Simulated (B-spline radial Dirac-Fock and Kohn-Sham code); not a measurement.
Calculated with a radial finite-basis atomic code, using the Dirac equation of a negative muon with reduced mass in the field of a spherical finite nucleus, with the Uehling potential to all orders; nuclear polarisation, deformation, hyperfine structure, self-energy, higher-order vacuum polarisation, relativistic recoil and electron screening are left out. The nuclear charge is a Fermi distribution (skin thickness 2.3 fm).

Question: A muonic atom of atomic mass 35.97 u emits these computed lines: 2p3/2 → 1s1/2 516.2 keV, 3d5/2 → 2p3/2 100.2 keV, 4f7/2 → 3d5/2 34.99 keV, 5g9/2 → 4f7/2 16.17 keV. Which element is it, and what rms charge radius was used?

Answer: Sulfur (Z = 16, nuclide ³⁶S); the high transitions hardly feel the nucleus and fix Z. The 2p → 1s line lies 24.56 keV below the value for a point nucleus without QED, which for this nuclear model gives a radius near 3.30 fm (3.2985 fm was used).
